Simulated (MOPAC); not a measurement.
MOPAC input (PM7):

```
PM7 1SCF GEO-OK AUX(PRECISION=9) THREADS=1
CaCl2

Ca    0.00000000 1    0.00000000 1    0.00000000 1
Cl    0.00000000 1    0.00000000 1    2.46962058 1
Cl   -0.00000000 1   -0.00000000 1   -2.46962058 1
```

Output:

```
 *******************************************************************************
 **                                                                           **
 **                              MOPAC v23.2.5                                **
 **                                                                           **
 *******************************************************************************
 ** MOPAC's Digital Object Identifier: https://doi.org/10.5281/zenodo.6511958 **
 **                                                                           **
 ** Please cite the open-source release paper for use of this MOPAC version:  **
 ** J. E. Moussa and J. J. P. Stewart (2026)                                  **
 ** MOPAC: An open-source semiempirical molecular orbital program             **
 ** J. Open Source Softw., 11(119), 8025, https://doi.org/10.21105/joss.08025 **
 *******************************************************************************

                              PM7 CALCULATION RESULTS

 *******************************************************************************
 *  PM7        - The PM7 Hamiltonian to be used
 *  GEO-OK     - OVERRIDE INTERATOMIC DISTANCE AND OTHER SAFETY CHECKS
 *  1SCF       - DO 1 SCF AND THEN STOP
 *  AUX        - OUTPUT AUXILIARY INFORMATION
 *******************************************************************************
PM7 1SCF GEO-OK AUX(PRECISION=9) THREADS=1
 CaCl2

   ATOM   CHEMICAL          X               Y               Z
  NUMBER   SYMBOL      (ANGSTROMS)     (ANGSTROMS)     (ANGSTROMS)

     1      Ca          0.00000000  *   0.00000000  *   0.00000000  *
     2      Cl          0.00000000  *   0.00000000  *   2.46962058  *
     3      Cl         -0.00000000  *  -0.00000000  *  -2.46962058  *

          CARTESIAN COORDINATES

    NO.       ATOM           X           Y           Z

     1        Ca          0.0000      0.0000      0.0000
     2        Cl          0.0000      0.0000      2.4696
     3        Cl         -0.0000     -0.0000     -2.4696

 General Reference for PM7:
 "Optimization of Parameters for Semiempirical Methods VI: More Modifications to the
 NDDO Approximations and Re-optimization of Parameters", J. J. P. Stewart, J. Mol. Mod., 1:32, 19 (2013)
 https://link.springer.com/article/10.1007/s00894-012-1667-x

           Empirical Formula: Ca Cl2  =     3 atoms

      MOLECULAR POINT GROUP   :   D*h

      RHF CALCULATION, NO. OF DOUBLY OCCUPIED LEVELS = 8

 -------------------------------------------------------------------------------
 PM7 1SCF GEO-OK AUX(PRECISION=9) THREADS=1
 CaCl2

     1SCF WAS SPECIFIED, SO BFGS WAS NOT USED
     SCF FIELD WAS ACHIEVED

                              PM7 CALCULATION
                                                       MOPAC v23.2.5 Linux

          FINAL HEAT OF FORMATION =        -84.33408 KCAL/MOL =    -352.85381 KJ/MOL

          COSMO AREA              =        125.09 SQUARE ANGSTROMS
          COSMO VOLUME            =        114.71 CUBIC ANGSTROMS

          IONIZATION POTENTIAL    =         11.051740 EV
          HOMO LUMO ENERGIES (EV) =        -11.052 -0.787
          NO. OF FILLED LEVELS    =          8
          MOLECULAR WEIGHT        =        110.9860         POINT GROUP:  D*h

          MOLECULAR DIMENSIONS (Angstroms)

            Atom       Atom       Distance
           Cl     3   Cl     2     4.93924
           Cl     3   Cl     2     0.00000
           Ca     1   Cl     2     0.00000

          SCF CALCULATIONS        =          1

   ATOM   CHEMICAL          X               Y               Z
  NUMBER   SYMBOL      (ANGSTROMS)     (ANGSTROMS)     (ANGSTROMS)

     1      Ca          0.00000000  *   0.00000000  *   0.00000000  *
     2      Cl          0.00000000  *   0.00000000  *   2.46962058  *
     3      Cl         -0.00000000  *  -0.00000000  *  -2.46962058  *

                             CARTESIAN COORDINATES

   1   Ca        0.000000000     0.000000000     0.000000000
   2   Cl        0.000000000     0.000000000     2.469620580
   3   Cl       -0.000000000    -0.000000000    -2.469620580

           Empirical Formula: Ca Cl2  =     3 atoms

      MOLECULAR POINT GROUP   :   D*h

                  EIGENVALUES
 -25.58611 -25.08086 -12.80887 -11.07265 -11.07265 -11.05808 -11.05808 -11.05174
  -0.78719  -0.52803  -0.52803   0.03629  73.30295  73.72007  73.72007  73.90920
  74.18288  74.18288  75.01702  75.01702  75.10689  75.10689

              NET ATOMIC CHARGES AND DIPOLE CONTRIBUTIONS

  ATOM NO.   TYPE          CHARGE      No. of ELECS.   s-Pop       p-Pop       d-Pop
    1         Ca           1.315647        0.6844     0.54189     0.14246
    2         Cl          -0.657824        7.6578     1.99244     5.66453     0.00086
    3         Cl          -0.657824        7.6578     1.99244     5.66453     0.00086
 DIPOLE           X         Y         Z       TOTAL
 POINT-CHG.     0.000     0.000    -0.000     0.000
 HYBRID         0.000     0.000     0.000     0.000
 SUM            0.000     0.000    -0.000     0.000

          ATOMIC ORBITAL ELECTRON POPULATIONS

     Atom    s        px        py        pz      x^2-y^2     xz        z^2       yz        xy
    1 Ca   0.54189   0.00351   0.00351   0.13545
    2 Cl   1.99244   1.99816   1.99816   1.66821   0.00000   0.00009   0.00068   0.00009   0.00000
    3 Cl   1.99244   1.99816   1.99816   1.66821   0.00000   0.00009   0.00068   0.00009   0.00000

 **********************
 *                    *
 * JOB ENDED NORMALLY *
 *                    *
 **********************

 == MOPAC DONE ==
```

The geometry given is a B3LYP-D3(BJ)/def2-TZVP minimum.
